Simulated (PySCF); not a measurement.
PySCF 2.14 output of an unrestricted PW91 calculation on a single atom or ion in ANO-RCC-VTZP (8s7p5d3f2g1h, 104 functions), with the spin-free X2C one-electron Hamiltonian (Gaussian nucleus):

```
SCF conv_tol = 1e-09
number electrons alpha = 38  beta = 34
    J. P. Perdew. In P. Ziesche and H. Eschrig, editors, Proceedings of the 75. WE-Heraeus-Seminar and 21st Annual International Symposium on Electronic Structure of Solids, 11. Berlin, 1991. Akademie Verlag.
    J. P. Perdew, J. A. Chevary, S. H. Vosko, K. A. Jackson, M. R. Pederson, D. J. Singh, and C. Fiolhais.,  Phys. Rev. B 46, 6671 (1992)
    J. P. Perdew, J. A. Chevary, S. H. Vosko, K. A. Jackson, M. R. Pederson, D. J. Singh, and C. Fiolhais.,  Phys. Rev. B 48, 4978 (1993)
    J. P. Perdew. In P. Ziesche and H. Eschrig, editors, Proceedings of the 75. WE-Heraeus-Seminar and 21st Annual International Symposium on Electronic Structure of Solids, 11. Berlin, 1991. Akademie Verlag.
    J. P. Perdew, J. A. Chevary, S. H. Vosko, K. A. Jackson, M. R. Pederson, D. J. Singh, and C. Fiolhais.,  Phys. Rev. B 46, 6671 (1992)
    J. P. Perdew, J. A. Chevary, S. H. Vosko, K. A. Jackson, M. R. Pederson, D. J. Singh, and C. Fiolhais.,  Phys. Rev. B 48, 4978 (1993)
cycle= 1 E= -15079.5103035656  delta_E= 0.00169  |g|= 0.739  |ddm|=  0.3
cycle= 2 E= -15079.3213034878  delta_E= 0.189  |g|= 1.66  |ddm|= 0.448
cycle= 3 E= -15079.5563164748  delta_E= -0.235  |g|= 0.00909  |ddm|= 0.324
cycle= 4 E= -15079.5563056655  delta_E= 1.08e-05  |g|= 0.00968  |ddm|= 0.019
cycle= 5 E= -15079.5563491989  delta_E= -4.35e-05  |g|= 0.00129  |ddm|= 0.00938
cycle= 6 E= -15079.5563493699  delta_E= -1.71e-07  |g|= 4.88e-05  |ddm|= 0.000499
cycle= 7 E= -15079.5563493714  delta_E= -1.55e-09  |g|= 1.19e-06  |ddm|= 6.39e-05
cycle= 8 E= -15079.5563493714  delta_E= -3.64e-12  |g|= 2.81e-07  |ddm|= 7.07e-07
converged SCF energy = -15079.5563493714  <S^2> = 6.0018804  2S+1 = 5.0007521
```

The run itself started from symmetry-adapted Hartree-Fock orbitals and held the occupation by maximum overlap, on a logarithmic radial grid, so the iterations belong to that start.

Task: Which element, charge and spin multiplicity is this?

Result: Hf (hafnium, neutral), multiplicity 5; the state was [Xe] 4f14 5d4, high-spin 5D determinant (an excited configuration).

Spin-orbit coupling, absent here, splits the open shell strongly.
